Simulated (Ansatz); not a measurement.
A structure relaxed at PBE0-D4/def2-TZVP, charge 0, multiplicity 1:

Cartesian coordinates in Å:
```
C -0.8644 0.5477 2.2595
C -0.9516 -0.5687 1.2601
O -1.5549 -1.5891 1.4814
C -0.2844 -0.3509 -0.0997
C -1.2275 0.5679 -0.8732
C -2.2205 -0.1157 -1.7623
O -1.1858 1.7658 -0.7384
C 1.1407 0.2039 -0.0184
C 1.7154 0.4079 -1.4137
C 2.0335 -0.7291 0.7877
H 0.1528 0.6154 2.6542
H -1.0838 1.5058 1.7831
H -1.5527 0.3543 3.0801
H -0.2772 -1.3333 -0.5806
H -2.9405 0.6005 -2.1537
H -2.7273 -0.9125 -1.2103
H -1.6895 -0.5967 -2.5897
H 1.0908 1.1800 0.4740
H 2.7388 0.7854 -1.3552
H 1.7447 -0.5387 -1.9627
H 1.1306 1.1251 -1.9922
H 2.1075 -1.7065 0.3015
H 1.6614 -0.8971 1.8010
H 3.0439 -0.3214 0.8676
```

(1) Give its formula and SMILES.

(2) Point group (tolerance 0.08 Å, 0.16 Å for H)?

(3) Summarise the bond lengths by kind.

## Answers

(1) C8H14O2, `CC(=O)C(C(C)=O)C(C)C`.

(2) C1.

(3) 7 × C–C 1.498 to 1.532 Å; 14 × C–H 1.088 to 1.095 Å; 2 × C–O 1.206 Å.

Computed with Ansatz.
